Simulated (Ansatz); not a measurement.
`[OH][Ga]([F])[F]` + HCl → `[OH][Ga]([F])[Cl]` + H–F at 500 K and 1 bar (ligand exchange at a Ga–F bond).

Computed with Ansatz on PBE0-D4/def2-TZVP structures; ΔE is electronic, products minus reactants. CCSD(T)/CBS is the MP2 limit (def2-TZVPP, def2-QZVPP) plus CCSD(T) − MP2 in def2-TZVPP, frozen cores. This one scheme is used for every species. For Ga outer-core shells are correlated without core-valence functions, which leaves a few kJ/mol of doubt a bond. Scalar relativity is left out up to krypton. Each species was taken in one conformer, which may not be the lowest.

```csv
species,CCSD(T)/CBS energy (Eh),H − E (kJ/mol),S (J/(mol·K))
`[OH][Ga]([F])[F]`,-2199.41346,80.0,355.7
HCl,-460.38127,32.5,201.9
`[OH][Ga]([F])[Cl]`,-2559.41427,79.1,367.6
H–F,-100.39570,39.4,188.7
```

H − E and S are ideal-gas, rigid-rotor, harmonic terms from PBE0-D4/def2-TZVP, for one conformer and one mirror image of each species. 1 Eh = 2625.50 kJ/mol, R = 8.31446 J/(mol·K).

Q: By hand: ΔE, ΔH, ΔS and ΔG.

A: ΔE = (-2559.41427) + (-100.39570) − (-2199.41346) − (-460.38127) = -0.01524 Eh = -40.0 kJ/mol. Δ(H − E) = 79.1 + 39.4 − 80.0 − 32.5 = 6.0, so ΔH = -34.0 kJ/mol. ΔS = 367.6 + 188.7 − 355.7 − 201.9 = -1.3 J/(mol·K). ΔG = -34.0 − 500 × (-1.3)/1000 = -33.4 kJ/mol.

Q: By hand: the equilibrium constant, and the temperature at which ΔG would vanish if ΔH and ΔS stayed fixed.

A: log₁₀ K = −ΔG/(RT ln 10) = 3.5. ΔG = 0 at ΔH/ΔS = 26154 K, far beyond where these terms or the molecules hold.

The number of gas molecules stays the same, so ΔS is small and ΔH decides. A doubt of 5 kJ/mol in ΔE shifts log₁₀ K by 0.5 here. Other conformers and mirror images would add mixing entropy, several J/(mol·K) or more a flexible species. These are equilibria of isolated gas molecules and say nothing of rates. Largest T1 diagnostic: 0.015 (customary marks: 0.02 for closed shells, 0.045 for open ones).
